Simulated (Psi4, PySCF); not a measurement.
Psi4 was given this input:
```
memory 2 GB

molecule mol {
0 2
C     3.360642    1.134120    0.156559
O     2.629531    0.115883    0.789423
C     2.221333   -0.941727   -0.098043
C     1.253148   -0.538949   -1.140894
O     0.001292   -0.064270   -0.881940
C    -0.486887   -0.170923    0.436255
C    -1.862978    0.482592    0.494992
O    -2.830094   -0.449721    0.076098
C    -4.121562    0.093475    0.001474
H     4.261246    0.732733   -0.324647
H     3.648771    1.835635    0.937381
H     2.758903    1.654516   -0.597364
H     3.109779   -1.362588   -0.587364
H     1.800548   -1.688201    0.584001
H     1.568556   -0.284215   -2.137164
H     0.201098    0.323221    1.133347
H    -0.590977   -1.225751    0.720673
H    -1.871431    1.366322   -0.159982
H    -2.074800    0.808660    1.525795
H    -4.454279    0.465296    0.979395
H    -4.166874    0.917907   -0.721024
H    -4.778559   -0.710206   -0.323757
}

set {
  basis sto-3g
  reference uhf
  freeze_core true
  mp2_type conv
  scf_type pk
  puream true
  d_convergence 1e-8
}

energy('mp2')
print_variables()
```

Task: Convert this to an input for PySCF.

Result: One answer among several that fit: 
```python
from pyscf import gto, scf, mp

mol = gto.Mole()
mol.atom = '''
    C     3.36064233    1.13411996    0.15655927
    O     2.62953146    0.11588340    0.78942330
    C     2.22133277   -0.94172670   -0.09804301
    C     1.25314828   -0.53894923   -1.14089440
    O     0.00129196   -0.06426956   -0.88193957
    C    -0.48688719   -0.17092261    0.43625535
    C    -1.86297788    0.48259182    0.49499214
    O    -2.83009356   -0.44972084    0.07609765
    C    -4.12156186    0.09347466    0.00147380
    H     4.26124644    0.73273269   -0.32464664
    H     3.64877088    1.83563462    0.93738071
    H     2.75890333    1.65451577   -0.59736372
    H     3.10977918   -1.36258816   -0.58736420
    H     1.80054811   -1.68820087    0.58400122
    H     1.56855606   -0.28421466   -2.13716396
    H     0.20109800    0.32322106    1.13334684
    H    -0.59097708   -1.22575139    0.72067255
    H    -1.87143081    1.36632226   -0.15998179
    H    -2.07479961    0.80865985    1.52579531
    H    -4.45427923    0.46529645    0.97939490
    H    -4.16687391    0.91790725   -0.72102446
    H    -4.77855904   -0.71020645   -0.32375694
'''
mol.basis = 'sto-3g'
mol.spin = 1
mol.verbose = 4
mol.build()

mf = scf.UHF(mol)
mf.kernel()

pt = mp.MP2(mf, frozen=9)
pt.kernel()
print('E(MP2) = %.10f' % pt.e_tot)
```

Both were run: Psi4 gave -453.873908 Eh and PySCF -453.873908 Eh, 0.000 mEh apart.
